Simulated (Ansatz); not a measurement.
Task: Name a neutral molecule of C, S, Sb and H with HOMO energy (ωB97M-V/def2-TZVPP) between -9.00 and -8.70 eV and LUMO energy (PBE0/def2-TZVPP) between -0.85 and -0.55 eV (Ansatz, PBE0-D4/def2-TZVP geometry).

Result: `C[CH](S)[SbH2]` (-8.73 eV, -0.68 eV); `[CH3][Sb]([CH3])[SH]` (-8.91 eV, -0.72 eV). Other molecules can fit too; these were computed, each in one conformer that needn't be the lowest.
